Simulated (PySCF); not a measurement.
Species: C₄H₇Cl₂F.
Atom-mapped SMILES: `[CH3:1][C@:2]([Cl:3])([CH2:4][F:5])[CH2:6][Cl:7]` (hydrogens: H8, H9, H10 on C1; H11, H12 on C4; H13, H14 on C6)

Geometry (GFN2-xTB, Å), atoms numbered from 1 in this order:
```
atom  x, y, z in Å
C1    -0.966   -1.137   -0.156
C2     0.016    0.009   -0.363
Cl3    0.294    0.221   -2.126
C4     1.380   -0.318    0.248
F5     1.239   -0.548    1.593
C6    -0.556    1.302    0.208
Cl7    0.506    2.698   -0.100
H8    -1.097   -1.313    0.910
H9    -0.584   -2.044   -0.617
H10   -1.929   -0.900   -0.600
H11    2.077    0.517    0.131
H12    1.798   -1.226   -0.194
H13   -0.658    1.208    1.290
H14   -1.520    1.530   -0.245
```

A PySCF run (density fitting, gas phase, GFN2-xTB geometry) gave HOMO -8.57 eV, LUMO -0.08 eV, dipole 2.08 D.

Question: Which of these levels was it?
A. HCTH407/pcSseg-1
B. PBE0/pcSseg-1
C. PBE0/def2-SVPD

Answer: C. It is PBE0/def2-SVPD. All candidates on this geometry:

```
                              level and settings           kind  basis functions  SCF cycles      E (Eh)  HOMO (eV)  LUMO (eV)  dipole (D)
HCTH407/pcSseg-1, fitting basis def2-qzvpp-jkfit            GGA              168          10  -1176.9201      -7.25      -1.01        2.01
                                  PBE0/def2-SVPD  global hybrid              213          12  -1175.8534      -8.57      -0.08        2.08
                                   PBE0/pcSseg-1  global hybrid              168          14  -1176.2336      -8.53       0.16        2.12
```

The nearest other candidate, by the summed differences of HOMO and LUMO, is PBE0/pcSseg-1: its HOMO differs by +0.04 eV and its LUMO by +0.24 eV. Cycle counts include a coarse-grid stage where the run had one.
